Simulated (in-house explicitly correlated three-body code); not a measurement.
Computed with an exponentially correlated three-body code. Model: two electrons around a point charge, non-relativistic, variational in 260 exponentially correlated functions (energies converged to about 1e-7 hartree, or 1e-8 relative for large Z).

Command:
```bash
python run_hyl.py task.json out
```
Settings (lengths in bohr, energies in hartree):
```
Z                      1.25
screening              1.3125
interaction_strength   1
functions              260
states_tried           1
```

Time taken, with all properties: 4.2 s on 1 thread of Intel(R) Xeon(R) 6975P-C (Granite Rapids) (shared host).

**Ground state only, binding against the one-electron ion.**

Given: nuclear charge 1.25; Yukawa screening of all interactions 1.3125 1/bohr.

Computed: one-electron threshold -0.00867497139 hartree.

```tsv
term	energy (hartree)	binding (eV)
1 1S	-0.00967814633	0.027298
```

**Converged states only, values per electron or pair (inverse distances are <exp(-kr)/r>).**

```csv
term,mean r (bohr),mean r squared (bohr²),mean inverse r (1/bohr),mean r12 (bohr),mean inverse r12 (1/bohr),mean cosine,mean p1 dot p2 (bohr⁻²),delta r1 (bohr⁻³),delta r12 (bohr⁻³)
1 1S,10.132,213.55,0.066688,16.938,0.0019701,-0.0084584,0.0004951,0.059797,0.00020626
```
